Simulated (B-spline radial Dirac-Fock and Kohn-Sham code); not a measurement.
Energy-loss ionisation edge O2 (5p1/2) of Os

System: the free osmium atom, [Xe] 4f14 5d6 6s2. The computed values come from an atomic code on a B-spline grid: the first Born approximation with generalised oscillator strengths from a Dirac-Hartree-Slater potential (longitudinal and transverse terms; continuum final states only, so no white lines or fine structure). The edge is taken at 65.43 eV (orbital energy of the model).

Input of the calculation (task.json; shells as n, l, electrons):

```json
{"items": [{
  "Z": 76,
  "q": 0,
  "cfg": [[1, 0, 2], [2, 0, 2], [2, 1, 6], [3, 0, 2], [3, 1, 6], [3, 2, 10], [4, 0, 2], [4, 1, 6], [4, 2, 10], [4, 3, 14], [5, 0, 2], [5, 1, 6], [5, 2, 6], [6, 0, 2]],
  "A": 192,
  "rrms": 5.4126,
  "do": "eels",
  "beams": [[80, 5], [80, 10], [80, 20], [100, 5], [100, 10], [100, 20], [100, 100], [120, 50], [200, 10], [200, 20], [200, 50], [200, 100], [300, 50], [300, 100]]
}]}
```

Run with: `python xray2_run.py task.json out`

Partial cross sections σ(β, Δ) in barn, integrated over a window Δ above the edge and up to the collection semi-angle β, for parallel illumination:

```
E₀ (kV)  β (mrad)  Δ = 25 eV  Δ = 50 eV  Δ = 100 eV  Δ = 200 eV  Δ = 300 eV
     80         5      17700      22600       24800       25500       25600
     80        10      24100      31700       35300       36500       36800
     80        20      31300      43700       50800       53000       53400
    100         5      16300      20900       23000       23700       23900
    100        10      21900      29000       32500       33600       33900
    100        20      27700      39100       46000       48200       48600
    100       100      30000      44100       55800       63300       65900
    120        50      26600      39100       49200       55600       57500
    200        10      16900      23100       26400       27400       27600
    200        20          ?          ?           ?           ?           ?
    200        50      19800      28900       36300       41100       42700
    200       100      19800      28900       36300       41100       42800
    300        50      16400      23900       30000       33800       35200
    300       100      16400      23900       30000       33800       35200
```

Task: Give the row for 200 kV and 20 mrad.

Result: 19400 b for 25 eV, 28100 b for 50 eV, 34300 b for 100 eV, 36800 b for 200 eV, 37300 b for 300 eV.
